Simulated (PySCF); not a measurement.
Two species compared at the same levels of theory.

First species: C₅H₆F₃N₃.
SMILES: `Cc1cn(CC(F)(F)F)nn1`

Second species: C5H10OSSi.
SMILES: `C([Si@@H](SC)O)#CCC`

Levels: PBE0/pcSseg-1 for dipole moment, HOMO energy, LUMO energy and HOMO–LUMO gap; GFN2-xTB for rotational constant A and rotational constant C. Geometries: GFN2-xTB. Each species is one conformer at its optimised geometry, gas phase, non-relativistic unless stated; the electronic structure was computed with PySCF and density fitting.

Dipoles, sizes and rotational constants follow the conformer. The torsions of the flexible species, by atom-mapped SMILES:
- `[CH3:1][c:2]1[cH:3][n:4]([CH2:5][C:6]([F:7])([F:8])[F:9])[n:10][n:11]1`: C3–N4–C5–C6 -66°, N4–C5–C6–F7 -177°
- `[CH3:1][CH2:2][C:3]#[C:4][Si@H:5]([OH:6])[S:7][CH3:8]`: C4–Si5–S7–C8 -54°, H–O6–Si5–C4 -87°

Values for the first species:

- Dipole moment: 3.52 D
- HOMO energy: -7.50 eV
- LUMO energy: -0.41 eV
- HOMO–LUMO gap: 7.09 eV
- Rotational constant A: 2.736 GHz
- Rotational constant C: 0.575 GHz

**Question.** Estimate the same properties for the second species, and the change in each.

**Answer.** 
```
             property      first     second  second less first
        dipole moment     3.52 D     2.94 D            -0.58 D
          HOMO energy   -7.50 eV   -6.73 eV           +0.77 eV
          LUMO energy   -0.41 eV   -0.38 eV           +0.03 eV
        HOMO–LUMO gap    7.09 eV    6.35 eV           -0.74 eV
rotational constant A  2.736 GHz  1.909 GHz         -0.827 GHz
rotational constant C  0.575 GHz  0.577 GHz         +0.002 GHz
```

On the first: A dipole of 3.52 D is allowed in C1, and pure rotational transitions are dipole-allowed. In atomic units the dipole is 1.38 e·bohr (1 au = 2.5417 D).

On the second: The dipole equals about 9.8 × 10⁻³⁰ C·m (1 D = 3.33564 × 10⁻³⁰ C·m).
